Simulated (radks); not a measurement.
Spherical quantum dot in the effective-mass picture: electrons in a well V = -V0 / (1 + exp((r - R)/a)) with V0 = 2.1, R = 10.2, a = 0.95, all in effective atomic units (hartree* = m*/eps^2 hartree, bohr* = eps/m* bohr), one dielectric constant everywhere. Method: non-relativistic Kohn-Sham, PBEsol, spin-polarised, spherical densities; computed with a radial shooting solver with Libxc functionals. Levels are named by radial order and angular momentum (1s, 1p, 1d, 2s, ...), and open shells are averaged over m. Results are scaled to m* = 0.18 and eps = 14.9, for which hartree* = 22.06 meV and bohr* = 4.38 nm.

N = 5, configuration 1s2 1p(up 3, down 0). This is the lowest configuration that the search found (a dilute case). Occupied levels:

level,occupation,eigenvalue (meV),<r> (nm)
1s up,1,-30.688,25.06
1s down,1,-30.053,24.21
1p up,3,-29.855,26.74

Energy (meV): total -188.216, kinetic 8.8924, external -225.07, Hartree 42.185, exchange-correlation -14.223.

Electron density:

r (nm),n(r) (e/nm^3)
1.07,0.00001079
5.10,0.00001255
9.12,0.00001678
13.2,0.00002351
17.2,0.00003156
21.2,0.00003751
25.2,0.00003660
29.3,0.00002682
33.3,0.00001296
37.3,3.623e-06
41.4,5.595e-07
45.4,4.581e-08
49.4,2.214e-09
53.4,7.878e-11
